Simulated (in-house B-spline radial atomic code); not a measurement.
Ca. Computed with a B-spline radial atomic code. Model: non-relativistic spherical atom: semilocal Troullier-Martins pseudo-atom, one channel per l, against all electrons, high spin, G0W0 and RPA with empty states to l = 8, local potential for every l without a channel, a model core (radius 0 = none) keeps its share of the functional.

What the tables leave out is listed at the end.

The pseudopotential gives back the lowest level of each angular momentum of its own functional in the configuration it was made in; a second state of the same l is only approximately right. Exact exchange, RPA and GW see the smooth pseudo-orbitals and miss the exchange with the core, for which the functional's share stands in. The column with an uncorrelated core keeps all orbitals and exact exchange, and so separates missing core correlation from pseudisation. Only the three outermost levels and the lowest empty one were computed. RPA here is direct RPA, with no exchange kernel, and its energies carry an (l + 1/2)⁻⁴ tail. A hybrid on a potential with a model core restores only its own semilocal share of the core's exchange.

Command:
```bash
python run_psgw.py task.json out
```
Settings (lengths in bohr, energies in hartree):
```
Z                      20
electrons              20
configuration          [Ar] 4s2
generated_in           [Ar] 4s2
functional             pbe,pbe
core_shells            3
radius_factor          1.3
core_correction        True
ion_configuration      [Ar] 4s1
```

Run time, properties included: 52 s on 1 thread of Arm Neoverse N1, with other jobs on the host.

Given: made with PBE; model core radius 0.621 bohr; local radius 1.582 bohr; mean-field start PBE.

Valence shells of the generating configuration: 3s, 3p, 4s.

Channel: s 1.31, p 1.363, d 3.12 (radii in bohr).

Computed: largest level miss in the spin-unpolarised generating configuration 0.054 eV; valence RPA correlation energy all-electron orbitals -0.55629 hartree; valence RPA correlation energy pseudo -0.55166 hartree; all-electron RPA polarisability, core included 110.65 bohr³; pseudo-atom RPA polarisability 107.79 bohr³; ionisation by RPA all-electron 6.4939 eV; ionisation by RPA pseudo minus all 0.075 eV.

```
level  occupied  mean-field all-electron (eV)  mean-field pseudo minus all (eV)  G0W0 all-electron (eV)  G0W0 uncorrelated core minus all (eV)  G0W0 pseudo minus all (eV)  exchange self-energy all-electron (eV)  exchange self-energy pseudo (eV)
   4s         1                       -3.7533                            -0.054                 -6.0971                                  0.008                      -0.074                                 -7.1882                           -6.9654
```

Question: What is the ionisation by mean-field pseudo minus all?

Answer: 0.076 eV.

Question: What is the ionisation by mean-field all-electron?

Answer: 6.0694 eV.

Given: mean-field start PBE0.

Computed: valence RPA correlation energy pseudo -0.50894 hartree; pseudo-atom RPA polarisability 93.774 bohr³; ionisation by mean-field all-electron 5.9937 eV; ionisation by mean-field pseudo minus all 0.057 eV; ionisation by RPA all-electron 6.3208 eV; ionisation by RPA pseudo minus all 0.058 eV.

```csv
level,occupied,mean-field all-electron (eV),mean-field pseudo minus all (eV),G0W0 all-electron (eV),G0W0 uncorrelated core minus all (eV),G0W0 pseudo minus all (eV),exchange self-energy all-electron (eV),exchange self-energy pseudo (eV)
4s,1,-4.3174,-0.047,-6.2082,0.009,-0.057,-7.0913,-6.8575
4p (empty),0,-0.98514,-0.014,-0.14619,0.005,-0.002,-1.4317,-1.3125
```

Question: What is the all-electron RPA polarisability, core included?

Answer: 95.336 bohr³.

Question: What is the valence RPA correlation energy all-electron orbitals?

Answer: -0.51111 hartree.

Among the listed levels the largest G0W0 shift of the pseudo-atom is -0.07 eV, for 4s on the PBE start, while leaving the core uncorrelated moves that level by +0.01 eV. The rest, -0.08 eV, comes from pseudisation and the lost core exchange. Not in the tables (levels of low weight, unsolved or above zero; the highest and the empty levels are kept at any weight): on PBE the G0W0 levels 3p (pseudo minus all +0.78 eV, weights 0.07 and 0.08), 3s (pseudo minus all +4.45 eV, weights 0.26 and 0.02), 3d (pseudo minus all +0.04 eV, weights 0.34 and 0.37); on PBE0 the G0W0 levels 3p (pseudo minus all -0.03 eV, weights 0.52 and 0.52), 3s (pseudo minus all +0.11 eV, weights 0.41 and 0.48); no Hartree-Fock pseudo-atom is run with a model core.
